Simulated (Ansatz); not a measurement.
**Question.** Name a neutral molecule of C, N, O, S, Si and H with HOMO–LUMO gap (PBE0/def2-TZVPP) between 7.00 and 7.30 eV and HOMO energy (ωB97M-V/def2-TZVPP) between -9.00 and -8.70 eV (Ansatz, PBE0-D4/def2-TZVP geometry).

**Answer.** `CS[SiH](N)O` (7.21 eV, -8.93 eV). Other molecules can fit too; these were computed, each in one conformer that needn't be the lowest.
